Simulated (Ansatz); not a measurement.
`O=[C](S)[GeH3]`. The species carries charge 0 and has multiplicity 1. Geometry: relaxed with PBE0-D4/def2-TZVP. It is one conformer, not always the lowest.

```xyz
8

O    -1.183   -1.276   -1.249
C    -0.885   -0.464   -0.422
S    -2.161    0.376    0.509
Ge    1.041   -0.014   -0.075
H    -1.328    1.118    1.255
H     1.580    0.665   -1.339
H     1.161    0.929    1.133
H     1.775   -1.333    0.187
```

**Question.** What is the dipole moment at B3LYP/def2-TZVPP? (An estimate is asked.)

**Answer.** The calculation gave: 2.86 D, with components (1.60, 1.68, 1.67) D in this frame, pointing from negative to positive charge.

**Question.** And with PBE, r2SCAN, ωB97M-V? (Estimate.)

**Answer.** Ansatz gave: PBE 2.64 D, r2SCAN 2.80 D, ωB97M-V 2.93 D.

**Question.** Give the Mulliken charges with B3LYP, r2SCAN, PBE in def2-TZVPP. (Estimate.)

**Answer.** Ansatz gave: 
```tsv
atom	B3LYP	r2SCAN	PBE
O1	-0.24	-0.27	-0.19
C2	0.10	0.14	0.09
S3	-0.07	-0.07	-0.08
Ge4	0.08	0.09	0.05
H5	0.10	0.10	0.11
H6	0.02	0.01	0.01
H7	0.00	-0.01	0.00
H8	0.02	0.01	0.01
```

B3LYP here is the variant with VWN-RPA as its local correlation; programs differ in this.
